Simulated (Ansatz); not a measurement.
Reaction (SMILES): O=BF → O=BF as triplet, charge 0 (to the triplet)

Wanted: adiabatic triplet-singlet gap, E(triplet) - E(singlet) (0 K, with zero-point energies), in eV. Conventions: non-relativistic; no dispersion term unless named; no spin-orbit coupling; open shells spin-unrestricted. First-principles rows: single points at B3LYP-D3(BJ) geometries (Ansatz, an electronic-structure program), with unscaled harmonic terms from B3LYP/6-31G* at its own minima. Levels can end on unlike triplets.

```json
[
 {"species": "O=BF", "coefficient": "-1", "E at HF/3-21G (Ansatz), Eh": "-197.98259", "E at PBE0/def2-TZVPD (Ansatz), Eh": "-199.88010", "zero-point energy, kcal/mol": "5.95"},
 {"species": "O=BF as triplet, charge 0", "coefficient": "+1", "E at HF/3-21G (Ansatz), Eh": "-197.89306", "E at PBE0/def2-TZVPD (Ansatz), Eh": "-199.72858", "zero-point energy, kcal/mol": "4.23"}
]
```

 1 Eh = 27.2114 eV and 1 eV = 23.0605 kcal/mol.

Problem. Work the quantity out at each level.

Solution. 
- HF/3-21G: the sum of coefficient times E is 0.08953 Eh, or 2.436 eV; the thermal terms add -0.075. Result: 2.36 eV.
- PBE0/def2-TZVPD: the sum of coefficient times E is 0.15152 Eh, or 4.123 eV; the thermal terms add -0.075. Result: 4.05 eV.
